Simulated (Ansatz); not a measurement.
Mg2Br2⁺ (the lowest doublet isomer of a short search) was relaxed with r2SCAN-D4 (def2-SVP) in Ansatz in these states: charge +1 doublet, charge +1 quartet. The geometries follow in no particular order.

A:

```xyz
4

Mg    0.975    1.385   -1.535
Mg   -0.477   -1.942    1.107
Br   -1.353    0.015   -0.725
Br    0.855    0.542    1.153
```

B:

| atom | x (Å) | y (Å) | z (Å) |
| --- | --- | --- | --- |
| Mg1 | 1.322 | -0.675 | -0.858 |
| Mg2 | -1.325 | 0.670 | 0.859 |
| Br3 | -0.859 | 0.373 | -1.617 |
| Br4 | 0.862 | -0.368 | 1.616 |

Judge from the bond lengths which geometry belongs to which state (an estimate).

A is the charge +1 quartet (Mg1–Br4 2.819 Å, Mg1–Br3 2.819 Å, Mg2–Br3 2.819 Å); B is the charge +1 doublet (Mg1–Br4 2.535 Å, Mg1–Br3 2.536 Å, Mg2–Br3 2.537 Å).

At PBE0-D4/def2-TZVP a doublet lies 3.01 eV below the charge +1 quartet. In the quartet, Br3 and Br4 lie 2.95 Å apart (atoms count from 1), so these atoms are partly bonded to each other. These are the stationary points nearest to one start from a short search; other shapes may lie lower in each state.
